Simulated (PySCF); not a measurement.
H2Be, charge -1, doublet, at the geometry of the source list (a state made from the parent by changing its charge; the spin is typed, not shown lowest) (in this run its highest filled SCF level lies above zero, so its values depend strongly on the basis, on diffuse functions most of all); DF-PBE0/6-311++G** (PySCF).

PySCF was given this input:
```python
from pyscf import gto, scf, dft
import numpy

mol = gto.M(
    atom='''
Be    0.00000000    0.00000000    0.00000000
H     0.53390000   -0.70850000    0.92260000
H    -0.53390000    0.70850000   -0.92260000
''',
    basis='6-311++g**',
    charge=-1,
    spin=1,
    verbose=4,
)
print('smallest overlap eigenvalue', numpy.linalg.eigvalsh(mol.intor('int1e_ovlp'))[0])

mf = dft.UKS(mol)
mf.xc = 'pbe0'
mf = mf.density_fit(auxbasis='def2-universal-jkfit')
mf.kernel()
mf.analyze()
```

It wrote (shortened):

```
PySCF version 2.14.0

[INPUT] verbose = 4
[INPUT] num. atoms = 3
[INPUT] num. electrons = 7
[INPUT] charge = -1
[INPUT] spin (= nelec alpha-beta = 2S) = 1
[INPUT] symmetry False subgroup None
[INPUT] Mole.unit = angstrom
[INPUT] Symbol           X                Y                Z      unit          X                Y                Z       unit  Magmom
[...]
nuclear repulsion = 3.51426881040218
number of shells = 20
number of NR pGTOs = 53
number of NR cGTOs = 36
basis = 6-311++g**
ecp = {}
smallest overlap eigenvalue 0.002814341291999008

******** <class 'pyscf.df.df_jk.DFUKS'> ********
method = DFUKS
initial guess = minao
damping factor = 0
level_shift factor = 0
DIIS = <class 'pyscf.scf.diis.CDIIS'>
diis_start_cycle = 1
diis_space = 8
diis_damp = 0
SCF conv_tol = 1e-09
SCF conv_tol_grad = None
SCF max_cycles = 50
direct_scf = False
number electrons alpha = 4  beta = 3
XC library pyscf.dft.libxc version 7.1.2
    S. Lehtola, C. Steigemann, M. J. T. Oliveira, and M. A. L. Marques,  SoftwareX 7, 1–5 (2018)
XC functionals = pbe0
    C. Adamo and V. Barone,  J. Chem. Phys. 110, 6158 (1999)
    M. Ernzerhof and G. E. Scuseria,  J. Chem. Phys. 110, 5029 (1999)
radial grids:
    Treutler-Ahlrichs [JCP 102, 346 (1995); DOI:10.1063/1.469408] (M4) radial grids

becke partition: Becke, JCP 88, 2547 (1988); DOI:10.1063/1.454033
pruning grids: <function nwchem_prune>
grids dens level: 3
symmetrized grids: False
atomic radii adjust function: <function treutler_atomic_radii_adjust>
small_rho_cutoff = 0
Set gradient conv threshold to 3.16228e-05
tot grids = 33344
******** <class 'pyscf.df.df.DF'> ********
auxbasis = def2-universal-jkfit
init E= -15.7022049942042

cycle= 1 E= -15.8080906671158  delta_E= -0.106  |g|= 0.151  |ddm|= 0.934
cycle= 2 E= -15.8410400204229  delta_E= -0.0329  |g|= 0.117  |ddm|=    1
cycle= 3 E= -15.8577116081731  delta_E= -0.0167  |g|= 0.015  |ddm|= 0.262
cycle= 4 E= -15.8584209866282  delta_E= -0.000709  |g|= 0.006  |ddm|= 0.127
cycle= 5 E= -15.858591122988  delta_E= -0.00017  |g|= 0.00159  |ddm|= 0.101
cycle= 6 E= -15.8586059460267  delta_E= -1.48e-05  |g|= 0.000375  |ddm|= 0.0398
cycle= 7 E= -15.858606348363  delta_E= -4.02e-07  |g|= 6.17e-05  |ddm|= 0.00682
cycle= 8 E= -15.8586063585883  delta_E= -1.02e-08  |g|= 1.37e-05  |ddm|= 0.000528
cycle= 9 E= -15.8586063637816  delta_E= -5.19e-09  |g|= 1.06e-05  |ddm|= 0.000372
cycle= 10 E= -15.8586063692529  delta_E= -5.47e-09  |g|= 1.04e-05  |ddm|= 0.000398
[...]
converged SCF energy = -15.8586057981338  <S^2> = 0.75086439  2S+1 = 2.0008642
Total Energy =                         -15.858605798133754
[...]
Two-electron Energy =                    8.971956969519029
Two-electron Coulomb Energy =           12.623667162139819
DFT Exchange-Correlation Energy =       -3.651710192620790
**** MO energy ****
                             alpha | beta                alpha | beta
[...]
To work with the spin densities directly, `use mulliken_meta_spin()` only printing them here.

 ** Mulliken spin pop alpha/beta on meta-lowdin orthogonal AOs **
 ** Mulliken Spin Density (per AO)  **
spin_pop of  0 Be 1s       -0.00000
spin_pop of  0 Be 2s        0.02363
spin_pop of  0 Be 3s       -0.00028
spin_pop of  0 Be 4s       -0.00001
spin_pop of  0 Be 5s        0.00010
spin_pop of  0 Be 2px       0.01903
spin_pop of  0 Be 2py       0.29154
spin_pop of  0 Be 2pz       0.11336
spin_pop of  0 Be 3px       0.01743
spin_pop of  0 Be 3py       0.27158
spin_pop of  0 Be 3pz       0.10487
spin_pop of  0 Be 4px       0.00044
spin_pop of  0 Be 4py       0.00726
spin_pop of  0 Be 4pz       0.00275
spin_pop of  0 Be 5px       0.00725
spin_pop of  0 Be 5py       0.11229
spin_pop of  0 Be 5pz       0.04347
spin_pop of  0 Be 3dxy     -0.00004
spin_pop of  0 Be 3dyz     -0.00021
spin_pop of  0 Be 3dz^2    -0.00000
spin_pop of  0 Be 3dxz      0.00009
spin_pop of  0 Be 3dx2-y2    0.00004
spin_pop of  1 H 1s       -0.01289
spin_pop of  1 H 2s        0.00021
spin_pop of  1 H 3s        0.00003
spin_pop of  1 H 4s       -0.00001
spin_pop of  1 H 2px       0.00025
spin_pop of  1 H 2py       0.00366
spin_pop of  1 H 2pz       0.00146
spin_pop of  2 H 1s       -0.01289
spin_pop of  2 H 2s        0.00021
spin_pop of  2 H 3s        0.00003
spin_pop of  2 H 4s       -0.00001
spin_pop of  2 H 2px       0.00025
spin_pop of  2 H 2py       0.00366
spin_pop of  2 H 2pz       0.00146
 ** Mulliken Spin Density (per atom)  **
spin density of  0 Be =      1.01457
spin density of  1 H =     -0.00728
spin density of  2 H =     -0.00728
 ** Mulliken pop alpha/beta on meta-lowdin orthogonal AOs **
 ** Mulliken pop       alpha | beta **
[...]
In total             4.00000 | 3.00000
 ** Mulliken atomic charges   ( Nelec_alpha | Nelec_beta ) **
charge of  0Be =      0.03661  (     2.48898      1.47441 )
charge of  1H =     -0.51831  (     0.75551      0.76280 )
charge of  2H =     -0.51831  (     0.75551      0.76280 )

WARN: System has nonzero charge -1; the dipole moment is origin-dependent.
Location of origin: [0. 0. 0.]

Dipole moment(X, Y, Z, Debye):  0.00000,  0.00000,  0.00000
```
